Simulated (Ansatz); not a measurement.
Single points on Ag₂F₂⁻.

```yaml
crystal:
  periodic: [false, false, false]
  atoms:
    - {symbol: Ag, position_ang: [-2.117072, 0.029265, 0.019700]}
    - {symbol: Ag, position_ang: [0.639902, -0.015315, -0.005574]}
    - {symbol: F, position_ang: [0.876833, -2.016779, -0.058870]}
    - {symbol: F, position_ang: [0.600337, 2.002829, 0.044753]}
basis:
  gaussian: {orbitals: def2-TZVPD, initial_orbitals: start.molden}
total_charge: -1
magnetization: {spin_polarized: true, initial_magnetization: 1}
hamiltonian: {xc: {name: revPBE}, dispersion: d4}
scf: {omitted_lower_state_checks: [starts]}
output: {orbitals: {seedname: orbitals}}
```

The file start.molden holds the orbitals of an earlier run on this structure, at another level or in another basis.

```sh
$ ansatz run in.yaml --threads 4 --pin off --events-out ev --progress --plain --max-ram 3916MiB
```

It prints (some lines left out):

```
Functional definition: revPBE
  name "revPBE"
  cite "Zhang & Yang, Phys. Rev. Lett. 80, 890 (1998) doi:10.1103/PhysRevLett.80.890"
  cite "Perdew, Burke & Ernzerhof, Phys. Rev. Lett. 77, 3865 (1996) doi:10.1103/PhysRevLett.77.3865"
  parameter kappa = 1.245
  parameter beta = 0.06672455060314922
  exchange = pbe_x(kappa = kappa, mu = beta*pi^2/3)
  correlation = pbe_c(beta = beta)
these checks for a lower state are left out or cut short: starts
1100 factors; their error is unknown
mean field evaluation 1: about -13440.1039 eV, gradient 6.9e0 eV
mean field evaluation 2: about -13440.2691 eV, gradient 2.2e-1 eV
mean field evaluation 4: about -13440.2698 eV, gradient 5.1e-2 eV
mean field evaluation 8: about -13440.2699 eV, gradient 1.5e-5 eV
mean field -13440.26985141 eV, -493.9208068972 hartree, gradient 1.5e-5 eV, S^2 0.752194; 0 other end points of the search recorded, 0 dependent functions left out
reference -13440.26990803 eV, -493.9208089779 hartree; 29, 28 occupied and 131, 132 virtual orbitals, 1100 factors
Total energy: -13440.52320405 eV, -493.9301174349 hartree
Checks for a lower state left out: starts
```

Hardware: 4 threads of Arm Neoverse V2 on a shared host. Wall time 2.6 s.

First input, but with `hamiltonian: {xc: r2scan, dispersion: d4}` (abridged; 5.5 s):

```
Functional definition: r2SCAN
mean field -13439.43649907 eV, -493.8901817635 hartree, gradient 1.5e-5 eV, S^2 0.754604
Total energy: -13439.45943775 eV, -493.8910247445 hartree
Checks for a lower state left out: starts
```

First input, but with `hamiltonian: {xc: {name: B97M-V}}` (abridged; 9.5 s):

```
Functional definition: B97M-V
mean field -13436.41526488 eV, -493.7791534551 hartree, gradient 1.5e-5 eV, S^2 0.751876
Total energy: -13436.41533161 eV, -493.7791559071 hartree
Checks for a lower state left out: starts
```

The first input with `hamiltonian: {xc: pbe0, dispersion: d4}` (abridged; 3.4 s):

```
Functional definition: PBE0
mean field -13433.10307301 eV, -493.6574326488 hartree, gradient 1.6e-5 eV, S^2 0.753649
Total energy: -13433.19407524 eV, -493.6607769190 hartree
Checks for a lower state left out: starts
```

First input, but with `gaussian: {orbitals: def2-SVPD, initial_orbitals: start.molden}`, `correlation: {method: ccsd_t}`, `scf: {omitted_lower_state_checks: [starts, cluster_reference]}` and without the key `hamiltonian` (abridged; 2.2 min):

```
Functional definition: HF
mean field -13359.85263596 eV, -490.9655287383 hartree, gradient 3.3e-6 eV, S^2 0.753712
2 core orbitals not correlated: weight in the atoms' cores, before any rotation towards them, 1.000 or more for the frozen orbitals, at most 0.000 for the correlated occupied ones
second order -30.89007357 eV of doubles, -0.00000000 eV of singles
cycle   1  -28.97465359 eV  change     1.9e0 eV  update   2.0e-1
cycle   2  -29.81936803 eV  change   -8.4e-1 eV  update   7.1e-2
cycle   3  -30.00652630 eV  change   -1.9e-1 eV  update   4.5e-2
cycle   4  -30.01309343 eV  change   -6.6e-3 eV  update   1.9e-2
cycle   5  -29.98946890 eV  change    2.4e-2 eV  update   9.8e-3
cycle   6  -29.99436314 eV  change   -4.9e-3 eV  update   5.0e-3
cycle   7  -30.00094917 eV  change   -6.6e-3 eV  update   2.7e-3
cycle   8  -30.00074973 eV  change    2.0e-4 eV  update   1.5e-3
cycle   9  -30.00014178 eV  change    6.1e-4 eV  update   8.1e-4
cycle  10  -30.00109719 eV  change   -9.6e-4 eV  update   4.6e-4
cycle  11  -30.00062112 eV  change    4.8e-4 eV  update   2.3e-4
cycle  12  -30.00050871 eV  change    1.1e-4 eV  update   1.2e-4
cycle  13  -30.00062620 eV  change   -1.2e-4 eV  update   5.9e-5
cycle  14  -30.00060698 eV  change    1.9e-5 eV  update   3.1e-5
perturbative correction -0.88244310 eV, -0.0324291856 hartree
Total energy: -13390.73568604 eV, -492.1004598953 hartree
Checks for a lower state left out: starts, cluster_reference
```

First input, but with `hamiltonian: {xc: pbe, dispersion: d4}`, `output: {forces: true, orbitals: {seedname: orbitals}}` (abridged; 2.8 s):

```
Functional definition: PBE
mean field -13434.66792384 eV, -493.7149398562 hartree, gradient 1.6e-5 eV, S^2 0.751828
Total energy: -13434.77432527 eV, -493.7188500367 hartree
Atom 0 force     0.000965     0.008137     0.000254 eV/Å
Atom 1 force     0.001829    -0.008926    -0.001912 eV/Å
Atom 2 force     0.004016     0.002618     0.000842 eV/Å
Atom 3 force    -0.006811    -0.001828     0.000816 eV/Å
Dipole moment:    -0.512625     0.039226     0.006023 e Å
Checks for a lower state left out: starts
```

Geometry: PBE-D4/def2-TZVPD.

In the def2 sets Ag takes a core potential; there is no spin–orbit coupling. Correlated methods freeze 2 core orbitals; core or outer-core shells of Ag are correlated, in sets that lack core-valence functions. No other spin state of charge -1 was run. Another isomer (doublet) lies 0.14 eV lower at PBE0-D4/def2-TZVPD; other spin states weren't run for this one.
